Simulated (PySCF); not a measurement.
# Stretching SbN⁺

Set-up: Sb def2-TZVPPD with ECP28, N def2-TZVPPD; scalar-relativistic core potentials (PySCF 2.14). Energies in eV from Sb⁺ + N in their ground configurations at the same level. State: ²Π (doublet), unpaired electrons π ↑.

All columns are B3LYP. A positive dipole points towards N; it is taken about the centre of mass and depends on that origin.

```json
{"R (Å)": "1.650", "E (eV)": "-1.066", "μ (D)": "-2.17", "Mulliken charge on Sb (basis-dependent)": "1.27", "HOMO (eV)": "-14.83", "LUMO (eV)": "-13.35", "Mayer bond order": "2.23", "⟨S²⟩": "0.76"}
{"R (Å)": "1.727", "E (eV)": "-1.916", "μ (D)": "-2.23", "Mulliken charge on Sb (basis-dependent)": "1.26", "HOMO (eV)": "-14.84", "LUMO (eV)": "-13.05", "Mayer bond order": "2.22", "⟨S²⟩": "0.76"}
{"R (Å)": "1.804", "E (eV)": "-2.362", "μ (D)": "-2.27", "Mulliken charge on Sb (basis-dependent)": "1.25", "HOMO (eV)": "-14.81", "LUMO (eV)": "-12.78", "Mayer bond order": "2.20", "⟨S²⟩": "0.78"}
{"R (Å)": "1.861", "E (eV)": "-2.508", "μ (D)": "-2.27", "Mulliken charge on Sb (basis-dependent)": "1.24", "HOMO (eV)": "-14.54", "LUMO (eV)": "-12.61", "Mayer bond order": "2.17", "⟨S²⟩": "0.81"}
{"R (Å)": "1.919", "E (eV)": "-2.541", "μ (D)": "-2.22", "Mulliken charge on Sb (basis-dependent)": "1.23", "HOMO (eV)": "-14.26", "LUMO (eV)": "-12.46", "Mayer bond order": "2.09", "⟨S²⟩": "0.88"}
{"R (Å)": "1.977", "E (eV)": "-2.498", "μ (D)": "-2.13", "Mulliken charge on Sb (basis-dependent)": "1.22", "HOMO (eV)": "-14.02", "LUMO (eV)": "-12.33", "Mayer bond order": "1.98", "⟨S²⟩": "0.99"}
{"R (Å)": "2.053", "E (eV)": "-2.371", "μ (D)": "-1.98", "Mulliken charge on Sb (basis-dependent)": "1.19", "HOMO (eV)": "-13.79", "LUMO (eV)": "-12.19", "Mayer bond order": "1.80", "⟨S²⟩": "1.15"}
{"R (Å)": "2.149", "E (eV)": "-2.147", "μ (D)": "-1.83", "Mulliken charge on Sb (basis-dependent)": "1.16", "HOMO (eV)": "-13.61", "LUMO (eV)": "-12.04", "Mayer bond order": "1.60", "⟨S²⟩": "1.33"}
{"R (Å)": "2.264", "E (eV)": "-1.836", "μ (D)": "-1.69", "Mulliken charge on Sb (basis-dependent)": "1.13", "HOMO (eV)": "-13.47", "LUMO (eV)": "-11.91", "Mayer bond order": "1.41", "⟨S²⟩": "1.49"}
{"R (Å)": "2.418", "E (eV)": "-1.413", "μ (D)": "-1.51", "Mulliken charge on Sb (basis-dependent)": "1.09", "HOMO (eV)": "-13.37", "LUMO (eV)": "-11.80", "Mayer bond order": "1.19", "⟨S²⟩": "1.67"}
```

A fit through these points gives, at Re = 1.912 Å, μ = -2.23 D and dμ/dR = 1.21 D/Å; the reduced mass is 12.55 u.

Task: How strong is the fundamental in the double-harmonic approximation, I = 42.26·(dμ/dR)²/μred km/mol?

Result: I = 42.26·(1.21)²/12.55 = 4.93 km/mol at B3LYP.

⟨S²⟩ of the unrestricted solution departs from its pure value on part of the curve, where spin states mix. These are scalar-relativistic numbers at best; spin–orbit coupling would shift them, the dissociation energy most. For an ion De counts to the pair picked by the measured ionisation energies or electron affinities, which need not be the lowest pair at this level. The state was picked by a PBE0 search and need not be the measured ground state.
